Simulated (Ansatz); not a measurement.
System: CH₇Si₂ (charge 0, doublet). It need not be the lowest isomer of its formula. SMILES: [SiH2]C[SiH3]
Coordinates optimised at B3LYP-D3(BJ)/def2-TZVP (Ansatz, a program for electronic structure):
```
C
H 1 1.0934
H 1 1.0934 2 107.13
Si 1 1.8799 2 109.27 3 118.26
H 4 1.4876 1 110.88 2 -177.68
H 4 1.4876 5 109.26 1 122.51
Si 1 1.8837 2 108.71 3 -117.31
H 7 1.4815 1 109.96 2 178.28
H 7 1.4815 8 108.77 1 -120.47
H 7 1.4849 8 108.59 9 -118.01
```
Charge 0, spin multiplicity 2.

Parts of the frozen-core correlation energy in 6-31G (Ansatz, hartree). Frozen orbitals: 11; correlated occupied orbitals by spin: 10 and 9; virtual: 28 and 29. UHF or UKS for open shells. Spin-orbit coupling is left out. Non-relativistic.

```tsv
term	value
reference (HF)	-619.62966
MP2 opposite-spin	-0.16058
MP2 same-spin	-0.03180
CCSD correlation	-0.23671
(T)	-0.00479
T1 diagnostic	0.010
largest doubles amplitude	0.031
<S^2> of the reference	0.754
```
